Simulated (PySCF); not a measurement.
Ionisation energy of Eu(2+) by level of theory

Eu(2+) [Xe] 4f7 (8S) → Eu(3+) [Xe] 4f6 (7F), as a difference of total energies. All numbers are calculated (PySCF 2.14, the spin-free X2C one-electron Hamiltonian (Gaussian nucleus), in cc-pVDZ-X2C). The calculations carry no spin-orbit coupling.

Task: Order these methods by the ionisation energy they give, lowest first.
A. B3LYP
B. BP86
C. UHF
D. CAM-B3LYP

Result: C (22.670 eV), D (25.292 eV), A (25.388 eV), B (25.934 eV).

The reference lies between the lowest fine-structure levels, while these numbers refer to the centres of the terms.

For comparison: 24.84 ± 0.03 eV (semi-empirical (NIST evaluation); NIST Atomic Spectra Database, ionization energies).
